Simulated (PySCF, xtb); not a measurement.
C2H7InO, SMILES C[CH2][InH][OH]. The values are those of a single conformer.

Harmonic wavenumbers (cm⁻¹) from GFN2-xTB (xtb 6.7.1) at its own minimum, in rising order: 53, 95, 207, 213, 243, 333, 361, 394, 457, 586, 630, 911, 965, 1055, 1149, 1210, 1399, 1441, 1478, 1480, 1485, 2956, 2959, 2970, 2976, 2985, 3660.

Problem. What does B3LYP-D3(BJ)/def2-SVP (PySCF) give at its own minimum? (Estimate from the structure and the level; the computed values follow.)

Solution. 54, 88, 205, 243, 314, 434, 462, 470, 582, 631, 764, 935, 960, 1036, 1186, 1242, 1398, 1438, 1472, 1478, 1787, 3012, 3044, 3081, 3086, 3104, 3827. Paired by order, the mean absolute difference is 66 cm⁻¹ and the zero-point energies are 49.5 and 51.9 kcal/mol.
